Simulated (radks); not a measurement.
Problem. The mean radii <r> (bohr) of the occupied orbitals of an atom or ion are listed with their occupations. Method: Dirac Kohn-Sham, PBE, spin-unpolarised, spherical densities, point nucleus; computed with a radial shooting solver on a logarithmic mesh with Libxc functionals.

orbital  occ.      <r>
1s1/2       2  0.02905
2s1/2       2   0.1251
2p1/2       2   0.1058
2p3/2       4   0.1112
3s1/2       2   0.3391
3p1/2       2   0.3299
3p3/2       4   0.3411
3d3/2       4   0.3125
3d5/2       6   0.3161
4s1/2       2   0.8186
4p1/2       2   0.8655
4p3/2       4   0.8951
4d3/2       4    1.085
4d5/2       6    1.099
5s1/2       1    2.288
5p1/2       2    2.790

Name the element and its charge. Open shells, if any, fill j = l - 1/2 first.

Solution. Z = 50, tin, charge +1: Sn+ in [Kr] 4d10 5s1 5p2. The 1s radius gives Z: for a bare nucleus <r> = (2 gamma + 1)/(2Z) with gamma = sqrt(1 - (Z/c)^2), 0.02862 bohr for Z = 50, and screening makes it slightly larger (0.02905 here). The occupations add up to 49, and the charge is Z minus that.
